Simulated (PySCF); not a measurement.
C5H11FS2Si.
Structure used (GFN2-xTB), in Å, numbered top down from 1:
```xyz
20
C5H11FS2Si angstrom
C     -2.475   -0.492   -1.064
C     -1.297   -0.741   -0.132
C     -0.465    0.523    0.106
Si     0.638    1.025   -1.377
S      2.104   -0.527   -1.623
C      2.702   -0.568    0.098
S      1.492   -1.101    1.337
C      0.382    0.356    1.360
F      1.132    1.488    1.573
H     -3.124    0.282   -0.662
H     -2.134   -0.179   -2.047
H     -3.058   -1.403   -1.177
H     -0.665   -1.529   -0.547
H     -1.673   -1.103    0.830
H     -1.148    1.353    0.321
H     -0.085    1.030   -2.634
H      1.329    2.274   -1.075
H      3.504   -1.301    0.136
H      3.072    0.415    0.377
H     -0.233    0.210    2.256
```

Hirshfeld charges (e) from the PBE0/pcSseg-1 density (PySCF), one withheld:

| atom | bonded to | charge |
| --- | --- | --- |
| C1 | C2 H10 H11 H12 | -0.1159 |
| C2 | C1 C3 H13 H14 | -0.0732 |
| C3 | C2 Si4 C8 H15 | -0.1247 |
| Si4 | C3 S5 H16 H17 | ? |
| S5 | Si4 C6 | -0.0987 |
| C6 | S5 S7 H18 H19 | -0.0819 |
| S7 | C6 C8 | +0.0026 |
| C8 | S7 F9 C3 H20 | +0.0579 |
| F9 | C8 | -0.0941 |
| H10 | C1 | +0.0383 |
| H11 | C1 | +0.0376 |
| H12 | C1 | +0.0455 |
| H13 | C2 | +0.0220 |
| H14 | C2 | +0.0350 |
| H15 | C3 | +0.0404 |
| H16 | Si4 | -0.0655 |
| H17 | Si4 | -0.0758 |
| H18 | C6 | +0.0569 |
| H19 | C6 | +0.0394 |
| H20 | C8 | +0.0470 |

**Question.** What is the charge on Si4?

**Answer.** The charges add up to the total charge, 0. The others sum to -0.3072, which leaves +0.3072 e for Si4 (SiH2 silicon); the computed value is +0.3068, the difference coming from rounding and the integration grid.

**Question.** Add each hydrogen's charge to the atom that carries it.

**Answer.** C1 +0.0055, C2 -0.0162, C3 -0.0843, Si4 +0.1655, C6 +0.0144, C8 +0.1049. Atoms without hydrogen keep their charges.

**Question.** Across which bond do the charges differ most?

**Answer.** Si4–C3: +0.3068 on Si4 against -0.1247 on C3, a difference of 0.4315 e. The lower charge is on the more electronegative element of the two (Pauling values: C 2.55, Si 1.90).

**Question.** Take the bonds between elements whose Pauling electronegativities differ by more than 0.25. In how many does the more electronegative atom carry the lower charge?

**Answer.** In 13 of 14; it doesn't in C8–H20.

**Question.** How much positive and how much negative charge does this set hold in all?

**Answer.** +0.7294 e on 12 atoms and -0.7298 e on 8.

The Hirshfeld scheme weights the molecular density at each point by an atom's share of the summed free-atom densities. The structure is a single GFN2-xTB conformer in the gas phase; no vibrational or solvent corrections.
